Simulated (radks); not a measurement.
The numbers below are computed, except where a source is named.
Q: These are the eigenvalues of the occupied orbitals of an atom or ion with whole-number occupations (eV). Level of theory: scalar-relativistic Kohn-Sham, r2SCAN, spin-polarised, spherical densities, finite nucleus; meta-GGA in the generalised Kohn-Sham scheme; Fermi nuclear charge, rms radius of each element as measured or else 0.836 A^(1/3) + 0.57 fm (a radial shooting solver on a logarithmic mesh with Libxc functionals).

| orbital | eigenvalue |
|---|---|
| 1s up | -1651.232 |
| 1s down | -1646.769 |
| 2s up | -219.3203 |
| 2s down | -210.8229 |
| 2p up | -181.6328 |
| 2p down | -171.5948 |

Which element is it, and in what charge state? The configuration may be excited. Open shells, if any, are filled with parallel spins first.

A: Z = 13, aluminium, charge +5: Al5+ in [He] 2s2 2p4. The list shows which subshells hold electrons but not how many an open one holds; the 1s level, -60.682 hartree, gives Z - s = 11.0 by -(Z - s)^2/2, which with screening and relativity narrows Z to a few neighbours, and the depths of the outer levels then fix element, charge and occupations together.
